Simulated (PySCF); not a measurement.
Molecule: SMILES N#Cc1cccnc1, C₆H₄N₂.

Atom-mapped SMILES (the numbers label the heavy atoms): `[N:1]#[C:2][c:3]1[cH:4][cH:5][cH:6][n:7][cH:8]1`; H(Xn) means a hydrogen on atom n.

Geometry PBE0-D3(BJ)/def2-SVP throughout; GIAO in PySCF 2.14, gas phase, one conformer, non-relativistic; equivalent atoms averaged; basis pcSseg-1.

For orientation, B3LYP gives these absolute shieldings σ: N7 -105.5, C8 18.7, C6 20.9, C4 32.9, C5 50.8, C2 57.9, C3 63.9, H(C8) 22.49, H(C4) 23.60 ppm.

A run gave: N7 -95.5, C8 23.1, C6 25.6, C4 37.9, C5 53.8, C2 59.0, C3 67.3, H(C8) 22.28, H(C4) 23.48 ppm (absolute shieldings σ).

**Question.** Which functional was used in that run?
A. PBE
B. LDA
C. B97-D
D. PBE0
E. LC-wPBE

**Answer.** A. C2 tells them apart best: PBE gives 59.0, LC-wPBE gives 62.7, LDA gives 54.0, B97-D gives 62.1, PBE0 gives 61.9 ppm.
